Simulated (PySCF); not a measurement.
Two species compared at the same levels of theory.

First species: C6H6F3P.
SMILES: `C#CP(CC=C)C(F)(F)F`

Second species: C5H7FO3Si.
SMILES: `CC(=O)C1=C(O[SiH2]O)[C@H]1F`

Levels: PBE0/pcSseg-1 for dipole moment, HOMO energy, LUMO energy and HOMO–LUMO gap; GFN2-xTB for rotational constant A and rotational constant C. Geometries: GFN2-xTB. Each species is one conformer at its optimised geometry, gas phase, non-relativistic unless stated. Electronic properties by PySCF.

The conformers computed, where there is a choice (atom-mapped SMILES and torsion angles):
- `[CH:1]#[C:2][P:3]([CH2:4][CH:5]=[CH2:6])[C:7]([F:8])([F:9])[F:10]`: C2–P3–C4–C5 -166°, P3–C4–C5–C6 113°, C2–P3–C7–F8 57°
- `[CH3:1][C:2](=[O:3])[C:4]1=[C:5]([O:6][SiH2:7][OH:8])[C@H:9]1[F:10]`: C1–C2–C4–C5 -171°, C4–C5–O6–Si7 -1°, C5–O6–Si7–O8 -9°, H–O8–Si7–O6 18°

Values for the first species:

| Quantity | Value |
| --- | --- |
| Dipole moment | 2.23 D |
| HOMO energy | -7.47 eV |
| LUMO energy | -0.76 eV |
| HOMO–LUMO gap | 6.71 eV |
| Rotational constant A | 1.501 GHz |
| Rotational constant C | 0.754 GHz |

Q: Estimate the same properties for the second species, and the change in each.

A: 
```json
{"property": "dipole moment", "first": "2.23 D", "second": "1.60 D", "second less first": "-0.63 D"}
{"property": "HOMO energy", "first": "-7.47 eV", "second": "-7.88 eV", "second less first": "-0.41 eV"}
{"property": "LUMO energy", "first": "-0.76 eV", "second": "-2.06 eV", "second less first": "-1.30 eV"}
{"property": "HOMO–LUMO gap", "first": "6.71 eV", "second": "5.82 eV", "second less first": "-0.89 eV"}
{"property": "rotational constant A", "first": "1.501 GHz", "second": "1.471 GHz", "second less first": "-0.030 GHz"}
{"property": "rotational constant C", "first": "0.754 GHz", "second": "0.578 GHz", "second less first": "-0.176 GHz"}
```

On the first: The dipole matches unit charges of opposite sign 0.46 Å apart (1 e·Å = 4.8032 D).

On the second: The dipole matches unit charges of opposite sign 0.33 Å apart (1 e·Å = 4.8032 D).
